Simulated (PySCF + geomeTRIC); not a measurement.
A geometry relaxed with PySCF + geomeTRIC with B3LYP-D3(BJ)/def2-TZVP, charge 0, multiplicity 1:

```xyz
9

C      0.8056    -0.6217     0.0340
H     -1.8845    -0.8182     0.1644
H      2.3321     0.5011     0.0703
C     -0.1915     0.4346     0.2058
H      0.1846     1.4501     0.2955
N      2.0680    -0.4833    -0.0223
H     -2.2262     0.9825     0.3805
C     -1.4998     0.1912     0.2530
H      0.4077    -1.6359    -0.0542
```

Write the SMILES of this molecule.

`[H]/N=C\C=C`
